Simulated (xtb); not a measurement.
siletan-1-amine (C3H9NSi), SMILES C1C[SiH](N)C1. All values are semi-empirical tight-binding results from xtb (GFN2-xTB unless named), good for trends rather than for accurate numbers. The structure is a stationary point at GFN2-xTB. Other conformers were not sampled.

```json
{
  "orbital_gap": "5.30 eV",
  "dipole_moment": "1.47 D",
  "zero_point_energy": "72.4 kcal/mol",
  "G − E(el) at 298.15 K (modified RRHO)": "53.4 kcal/mol",
  "static polarisability (D4 model)": "70.6 bohr³",
  "solvation energy, GFN2-xTB/ALPB(water)": "-2.7 kcal/mol",
  "solvation energy, GFN2-xTB/ALPB(acetonitrile)": "-4.2 kcal/mol"
}
```
